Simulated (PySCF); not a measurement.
Choosing a molecule for a target property.

Each SMILES stands for a single optimised conformer of the isolated species, non-relativistic unless stated; the electronic structure was computed with PySCF and density fitting.

The conformers computed, where there is a choice (atom-mapped SMILES and torsion angles):
- `[CH3:1][O:2][CH2:3][CH2:4][C@:5]12[CH2:6][C@H:7]([CH2:8]1)[C@@H:9]2[F:10]`: C1–O2–C3–C4 -178°, O2–C3–C4–C5 -59°, C3–C4–C5–C6 -44°
- `[CH3:1][O:2][Si@H:3]1[SiH2:4][Si@H:5]([O:6][SiH3:7])[SiH2:8]1`: C1–O2–Si3–Si4 -51°, Si4–Si5–O6–Si7 -48°
- `[SiH3:1][NH:2][SiH2:3][Si@@H:4]([Cl:5])[N:6]([SiH3:7])[SiH3:8]`: Si1–N2–Si3–Si4 39°, N2–Si3–Si4–Cl5 -102°, Si3–Si4–N6–Si7 66°

The conformers of `O=C[C@@H]1[SiH2]C=C[SiH2][C@H]1F`, `N#CC[Si@@](N)(P)CC[SiH3]` and `O=CN[Si@@H]1NC[Si@@H](O)N1` aren't listed.

(1) Wanted: HOMO–LUMO gap between 5.5 eV and 7.5 eV (PBE0/pcSseg-1) and HOMO energy below -7.3 eV (PBE0/pcSseg-1), at GFN2-xTB geometries. Which candidate meets both?
A. `O=C[C@@H]1[SiH2]C=C[SiH2][C@H]1F`
B. `N#CC[Si@@](N)(P)CC[SiH3]`
C. `COCC[C@]12C[C@H](C1)[C@@H]2F`
D. `CO[Si@H]1[SiH2][Si@H](O[SiH3])[SiH2]1`
E. `[SiH3]N[SiH2][Si@@H](Cl)N([SiH3])[SiH3]`
F. `O=CN[Si@@H]1NC[Si@@H](O)N1`

Answers

(1) A. Computed values:
| species | HOMO–LUMO gap | HOMO energy |
| --- | --- | --- |
| CO[Si@H]1[SiH2][Si@H](O[SiH3])[SiH2]1 | 4.80 eV | -6.91 eV |
| [SiH3]N[SiH2][Si@@H](Cl)N([SiH3])[SiH3] | 6.22 eV | -7.15 eV |
| O=C[C@@H]1[SiH2]C=C[SiH2][C@H]1F | 6.32 eV | -7.69 eV |
| O=CN[Si@@H]1NC[Si@@H](O)N1 | 7.10 eV | -6.75 eV |
| N#CC[Si@@](N)(P)CC[SiH3] | 7.81 eV | -7.58 eV |
| COCC[C@]12C[C@H](C1)[C@@H]2F | 8.80 eV | -7.47 eV |
